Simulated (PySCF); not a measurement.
F₃In, SMILES [F][In-]([F])[F], charge -1, multiplicity 2. Geometry optimised at B3LYP-D3(BJ)/def2-SVPD. The def2 effective core potentials stand for the cores of In; spin–orbit coupling is left out.

Computed with B3LYP-D3(BJ)/def2-SVPD in PySCF.

Harmonic wavenumbers (cm⁻¹): 123, 123, 148, 454, 458, 458. Rotational constants (GHz): 3.974, 3.974, 2.408; symmetry number 3.

### Question
Work out the zero-point energy and the ideal-gas rigid-rotor harmonic-oscillator thermochemistry at 298.15 K and 1 atm.

### Answer
ZPE = ½ Σ hcν = ½ × 1762 cm⁻¹ = 2.52 kcal/mol. H − E(el) = 6.65 kcal/mol. Entropy in cal/(mol K): translation 41.33, rotation 24.36, vibration 11.15, spin 1.38, total 78.21. G − E(el) = -16.67 kcal/mol. Cp = 17.75 cal/(mol K). Modes under 150 cm⁻¹ make the vibrational entropy uncertain.
